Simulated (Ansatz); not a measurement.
A made-up structure of SiH3Se (charge -1), closed shell:

Si1  (1.184, 1.098, 0.064)
Se2  (0.270, -1.134, 0.236)
H3  (-0.934, -0.775, 1.075)
H4  (-0.501, -1.117, -1.062)
H5  (0.060, 1.891, -0.291)
(Å)

It is relaxed with PBE-D4/def2-SVPD and then PBE0-D4/def2-TZVPD (Ansatz 0.2.0). Atoms count as bonded within 1.22 times the sum of their covalent radii (H–H: 0.88 Å). The end point is not checked to be a true minimum.

**Question.** Does its bonding change? (A judgement: the text doesn't fix the answer.)

**Answer.** Computed: No: no bond forms or breaks.

Where it ends: The first stage lowers the energy by 0.86 eV in 7 steps. It ends as SiH₃Se ([SiH][SeH2]), total charge -1:
```xyz
5
angstrom
Si 1.3573 1.1615 0.0885
Se 0.2685 -0.8707 0.1938
H -1.0323 -1.0007 1.0179
H -0.6277 -1.3210 -0.9818
H 0.1127 1.9929 -0.2965
```

Labels in which every atom is bracketed show which atoms are joined, not bond orders.

For scale, one of the runs: PBE0-D4/def2-TZVPD relaxation, 127 basis functions, launched by `ansatz run in.yaml --threads 2 --pin off --events-out ev --progress --plain --max-ram 4352MiB`. The run took about 19 s on 2 CPU threads of an Arm Neoverse V1 (shared host).
